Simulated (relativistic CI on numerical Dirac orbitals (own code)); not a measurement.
# Forbidden lines of Pm57+

Computed by Dirac-Coulomb-Breit CI, KLI orbitals optimised for each configuration, QED by a radiative potential, unscaled Slater integrals (own radial code, finite nucleus).

Configurations in the expansion (outside the closed core 1s2): 2s², 2s2p, 2p², 2p3s, 2p3p, 2s3s, 2s3p, 2s3d, 2s4s, 2s4p, 2s4d, 2s4f, 3s², 3s3p, 3p². Levels of other configurations are missing.

```csv
λ vac (Å),Lower,Upper,Type,A (s⁻¹),gf,Branching (%)
1.7208,2s2p ³P°0 [2],2s3p ³P°2 [19],E2,2.12e+11,4.71e-04,16.9
1.7274,2s2p ³P°1 [3],2s3p ³P°2 [19],E2,3.49e+11,7.80e-04,27.8
1.8838,2s2p ³P°2 [5],2s3p ³P°2 [19],E2,3.40e+11,9.05e-04,27.1
1.9050,2s2p ¹P°1 [6],2s3p ³P°2 [19],E2,1.16e+11,3.15e-04,9.2
1.9378,2s2p ³P°2 [5],2s3p ³P°0 [13],E2,9.91e+11,5.58e-04,85.8
20.806,2s2p ³P°1 [3],2s2p ³P°2 [5],M1,1.06e+09,3.45e-04,99.6
```

Terms are leading LS components. Brackets give the number of a level in order of energy, since labels repeat. The list gives strong lines, with weight on those to low levels, among the lowest 48 of 58 levels, so that lines to higher ones, which can be the strongest, are missing. Levels whose partners in the same complex of configurations lie outside the list can be far off, and so can their lines. Rates are taken at the computed energies, electric ones in the length gauge.

At this charge energies of transitions that change n are usually good to better than 1 %, and those within a shell (Δn = 0) to a few per cent.

LS names give the leading component of a level, which can be under half, so a name can repeat, a term be missing and a line seem to break the LS rules.
